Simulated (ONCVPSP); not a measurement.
# Reading a pseudo-wave (Fe)

Columns: radius, all-electron u(r) and pseudo u(r) of the 3p shell (level -96.80 eV) of iron in the configuration [Ne] 3s2 3p6 3d5; PBEsol, scalar-relativistic, ONCV scheme, ONCVPSP 4.0.1.

```csv
r (bohr),all-electron,pseudo
0.075,-0.4266,0.0308
0.150,-0.6118,0.1204
0.225,-0.3869,0.2621
0.300,0.0140,0.4427
0.375,0.4190,0.6420
0.450,0.7477,0.8356
0.525,0.9764,0.9994
0.600,1.1112,1.1140
0.675,1.1682,1.1681
0.750,1.1676,1.1673
0.825,1.1270,1.1268
0.900,1.0609,1.0607
0.975,0.9801,0.9800
1.050,0.8926,0.8924
1.125,0.8037,0.8036
1.200,0.7172,0.7171
1.275,0.6352,0.6351
1.350,0.5591,0.5590
1.425,0.4895,0.4894
1.500,0.4266,0.4266
1.575,0.3704,0.3704
1.650,0.3205,0.3205
1.725,0.2765,0.2765
1.800,0.2379,0.2379
1.875,0.2042,0.2042
1.950,0.1750,0.1749
```

Question: How many radial nodes do the two functions have?

Answer: The all-electron 3p function has n − l − 1 = 1; the pseudo-wave has 0, since the states of the same l below it are removed with the core.

Question: At about which radius was the pseudo-wave matched?

Answer: 0.75 bohr, where the columns begin to agree (steps of 0.07 bohr).

Question: Is the pseudo-wave norm-conserving?

Answer: Yes: the ONCV scheme keeps the norm inside the radius equal to the all-electron one, which fixes the energy derivative of the logarithmic derivative at the level.
